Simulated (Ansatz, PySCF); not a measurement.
Gas-phase reaction in SMILES: C=CC[SiH3] [prop-2-enylsilane] -> [CH]=CC[SiH3] + H atom (the C-H bond at the site shown breaks; other sites are not compared here)
Structures are relaxed separately at B3LYP-D3(BJ)/def2-TZVP in Ansatz (a first-principles code), one conformer each, not searched for the lowest. Frequencies are from Ansatz or PySCF. Markedly spin-contaminated UHF reference, which strains HF, MP2 and, less, CCSD(T): [CH]=CC[SiH3].
Geometry of the first species:
```
C
H 1 1.0931
H 1 1.0945 2 107.33
C 1 1.4949 2 110.89 3 -121.08
C 4 1.3283 1 125.48 2 -15.51
H 5 1.0820 4 121.50 1 -178.08
H 5 1.0843 6 116.91 4 179.94
H 4 1.0870 5 118.74 6 -0.32
Si 1 1.8918 2 108.30 3 116.01
H 9 1.4812 1 109.91 2 57.64
H 9 1.4830 10 108.83 1 -120.46
H 9 1.4840 10 109.10 11 -118.46
```
Charge 0, spin multiplicity 1.

Quantity: bond dissociation energy (enthalpy at 298 K, with B3LYP-D3(BJ) rigid-rotor harmonic-oscillator terms), in eV. Correlated levels leave the core frozen unless marked. Open shells are spin-unrestricted. No spin-orbit coupling. No relativistic terms. Basis-set limits of correlation are two-point, X^-3; Hartree-Fock from the larger set.

```json
[
 {"level": "B2GP-PLYP-D4/def2-TZVPD", "program": "Ansatz + dftd4", "bond dissociation energy (eV)": "4.76"},
 {"level": "CCSD/aug-cc-pV(T+d)Z", "program": "Ansatz", "bond dissociation energy (eV)": "4.76"},
 {"level": "CCSD(T)/CBS(aug-cc-pV(T+d)Z,aug-cc-pV(Q+d)Z)", "program": "Ansatz", "bond dissociation energy (eV)": "…"}
]
```

Some entries are withheld; supply them.


- CCSD(T)/CBS(aug-cc-pV(T+d)Z,aug-cc-pV(Q+d)Z), bond dissociation energy (eV): 4.84
